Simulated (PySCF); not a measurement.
In(Br)(OH)2 (BrH2InO2), SMILES [OH][In]([OH])[Br].

Geometry optimised at B3LYP-D3(BJ)/def2-SVP. The def2 effective core potentials stand for the cores of In; spin–orbit coupling is left out. Other conformers were not sampled.

Calculation: PBE/def2-TZVP in PySCF.

```json
{
  "total_energy": "-2915.56028 hartree",
  "point_group": "Cs",
  "highest_occupied_level": "-7.21 eV",
  "lowest_empty_level": "-3.38 eV",
  "orbital_gap": "3.83 eV",
  "dipole_moment": "1.48 D",
  "quadrupole, principal values (traceless, Buckingham form, about the centre of nuclear charge)": "-5.97, 2.58, 3.39 D·Å",
  "mean_static_polarisability": "65.2 bohr³ (9.66 Å³)",
  "polarisability_principal_values": "45.2, 65.3, 85.1 bohr³"
}
```
